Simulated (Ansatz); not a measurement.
Isolated molecules relaxed with PBE0-D4/def2-TZVP in Ansatz; ΔE leaves out vibrations. CBS: MP2 limit from def2 TZ/QZ plus the TZ coupled-cluster correction, frozen cores. DFT in def2-TZVPP. B3LYP here is the variant with VWN-RPA as its local correlation; programs differ in this. For Mg outer-core shells are correlated without core-valence functions, which leaves a few kJ/mol of doubt a bond. Each species was taken in one conformer, which may not be the lowest.

Consider the redistribution: `N[SiH2]OBF` + `C[O][MgH]` → `BO[SiH2]N` + `C[O][Mg][F]`.

```csv
level,ΔE (kcal/mol),difference from CCSD(T)/CBS
PBE-D4,-2.4,2.8
r2SCAN-D4,-2.8,2.4
B3LYP-D4,-3.1,2.1
ωB97M-V,-2.2,3.0
PBE,-2.6,2.6
r2SCAN,-2.9,2.3
PBE0,-2.3,2.9
MP2/def2-TZVPP,-5.3,-0.1
CCSD(T)/def2-TZVPP,-3.0,2.2
MP2/def2-QZVPP,-7.0,-1.8
CCSD(T)/CBS,-5.2,0
```

Largest T1 diagnostic among the species: 0.012.

In def2-TZVPP, CCSD(T) changes the Hartree–Fock value by −2.0 kcal/mol (the triples alone add +0.1 kcal/mol) and MP2 by −4.3 kcal/mol.
